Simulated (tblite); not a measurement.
Parent: `[CH2:1]=[CH:2][CH2:3][O:4][SiH2:5][C:6]#[N:7]` with C1–C2–C3–O4 -1°, C2–C3–O4–Si5 157°, C3–O4–Si5–C6 62°, C4H7NOSi.

Computed geometry: GFN2-xTB, gas phase. One conformer each, not checked by frequencies here.

```csv
coordinate of the parent,value
C1=C2,1.319 Å
C2–C3,1.499 Å
C3–O4,1.397 Å
O4–Si5,1.610 Å
Si5–C6,1.877 Å
C6≡N7,1.146 Å
C1–C2–C3,124.6°
C2–C3–O4,111.8°
C3–O4–Si5,132.9°
O4–Si5–C6,111.3°
Si5–C6–N7,179.2°
```

Task: How does the shared frame change in `[CH2:1]=[CH:2][C@@H:3]([C:4]#[N:5])[O:6][SiH2:7][C:8]#[N:9]` with C1–C2–C3–C4 102°, C2–C3–O6–Si7 171°, C3–O6–Si7–C8 -57°, C5H6N2OSi? Atoms pair as C1 = C1, C2 = C2, C3 = C3, O4 = O6, Si5 = Si7, C6 = C8, N7 = N9 (parent first).

Result: 
```
   parent   relative  value in the relative  change
    C1=C2      C1=C2                1.318 Å  -0.001
    C2–C3      C2–C3                1.508 Å  +0.009
    C3–O4      C3–O6                1.404 Å  +0.007
   O4–Si5     O6–Si7                1.621 Å  +0.011
   Si5–C6     Si7–C8                1.876 Å  -0.001
    C6≡N7      C8≡N9                1.146 Å   0.000
 C1–C2–C3   C1–C2–C3                 123.7°    -0.9
 C2–C3–O4   C2–C3–O6                 109.6°    -2.2
C3–O4–Si5  C3–O6–Si7                 131.3°    -1.6
O4–Si5–C6  O6–Si7–C8                 108.7°    -2.6
Si5–C6–N7  Si7–C8–N9                 177.9°    -1.3
```

Of the parent's bonds, O4–Si5 changes most (+0.011 Å). Bonds of the relative outside the shared frame: C3–C4 1.456, C4≡N5 1.142 Å. Point group C1 → C1.

Task: How does the shared frame change in `[CH2:1]=[CH:2][C@H:3]([CH3:4])[O:5][SiH2:6][C:7]#[N:8]` with C1–C2–C3–C4 -119°, C2–C3–O5–Si6 -50°, C3–O5–Si6–C7 62°, C5H9NOSi? Atoms pair as C1 = C1, C2 = C2, C3 = C3, O4 = O5, Si5 = Si6, C6 = C7, N7 = N8 (parent first).

Result: 
| parent | relative | value in the relative | change |
| --- | --- | --- | --- |
| C1=C2 | C1=C2 | 1.319 Å | 0.000 |
| C2–C3 | C2–C3 | 1.501 Å | +0.002 |
| C3–O4 | C3–O5 | 1.412 Å | +0.015 |
| O4–Si5 | O5–Si6 | 1.609 Å | -0.001 |
| Si5–C6 | Si6–C7 | 1.877 Å | 0.000 |
| C6≡N7 | C7≡N8 | 1.146 Å | 0.000 |
| C1–C2–C3 | C1–C2–C3 | 124.2° | -0.4 |
| C2–C3–O4 | C2–C3–O5 | 110.6° | -1.2 |
| C3–O4–Si5 | C3–O5–Si6 | 132.4° | -0.5 |
| O4–Si5–C6 | O5–Si6–C7 | 112.0° | +0.7 |
| Si5–C6–N7 | Si6–C7–N8 | 179.9° | +0.7 |

Of the parent's bonds, C3–O4 changes most (+0.015 Å). Bonds of the relative outside the shared frame: C3–C4 1.527 Å. Point group C1 → C1.

Task: How does the shared frame change in `[CH2:1]=[CH:2][C@H:3]([O:4][SiH2:5][C:6]#[N:7])[C:8](=[O:9])[OH:10]` with C1–C2–C3–O4 5°, C2–C3–O4–Si5 -101°, C3–O4–Si5–C6 168°, C2–C3–C8–O9 111°, C3–C8–O10–H 178°, C5H7NO3Si? Atoms pair as C1 = C1, C2 = C2, C3 = C3, O4 = O4, Si5 = Si5, C6 = C6, N7 = N7 (parent first).

Result: 
```csv
parent,relative,value in the relative,change
C1=C2,C1=C2,1.318 Å,-0.001
C2–C3,C2–C3,1.515 Å,+0.016
C3–O4,C3–O4,1.374 Å,-0.023
O4–Si5,O4–Si5,1.631 Å,+0.021
Si5–C6,Si5–C6,1.873 Å,-0.004
C6≡N7,C6≡N7,1.145 Å,-0.001
C1–C2–C3,C1–C2–C3,123.8°,-0.8
C2–C3–O4,C2–C3–O4,113.4°,+1.6
C3–O4–Si5,C3–O4–Si5,129.0°,-3.9
O4–Si5–C6,O4–Si5–C6,96.6°,-14.7
Si5–C6–N7,Si5–C6–N7,176.6°,-2.6
```

Of the parent's bonds, C3–O4 changes most (-0.023 Å). Bonds of the relative outside the shared frame: C3–C8 1.516, C8=O9 1.203, C8–O10 1.325 Å. Point group C1 → C1.

Task: How does the shared frame change in `[CH2:1]=[CH:2][CH:3]([CH:4]=[CH2:5])[O:6][SiH2:7][C:8]#[N:9]` with C1–C2–C3–C4 -117°, C2–C3–C4–C5 110°, C2–C3–O6–Si7 -61°, C3–O6–Si7–C8 57°, C6H9NOSi? Atoms pair as C1 = C5, C2 = C4, C3 = C3, O4 = O6, Si5 = Si7, C6 = C8, N7 = N9 (parent first).

Result: 
```json
{"parent": "C1=C2", "relative": "C5=C4", "value in the relative": "1.319 Å", "change": "0.000"}
{"parent": "C2–C3", "relative": "C4–C3", "value in the relative": "1.503 Å", "change": "+0.004"}
{"parent": "C3–O4", "relative": "C3–O6", "value in the relative": "1.413 Å", "change": "+0.016"}
{"parent": "O4–Si5", "relative": "O6–Si7", "value in the relative": "1.610 Å", "change": "0.000"}
{"parent": "Si5–C6", "relative": "Si7–C8", "value in the relative": "1.877 Å", "change": "0.000"}
{"parent": "C6≡N7", "relative": "C8≡N9", "value in the relative": "1.146 Å", "change": "0.000"}
{"parent": "C1–C2–C3", "relative": "C5–C4–C3", "value in the relative": "124.1°", "change": "-0.5"}
{"parent": "C2–C3–O4", "relative": "C4–C3–O6", "value in the relative": "108.1°", "change": "-3.7"}
{"parent": "C3–O4–Si5", "relative": "C3–O6–Si7", "value in the relative": "131.5°", "change": "-1.4"}
{"parent": "O4–Si5–C6", "relative": "O6–Si7–C8", "value in the relative": "111.7°", "change": "+0.4"}
{"parent": "Si5–C6–N7", "relative": "Si7–C8–N9", "value in the relative": "179.6°", "change": "+0.4"}
```

Of the parent's bonds, C3–O4 changes most (+0.016 Å). Bonds of the relative outside the shared frame: C1=C2 1.319, C2–C3 1.504 Å. Point group C1 → C1.
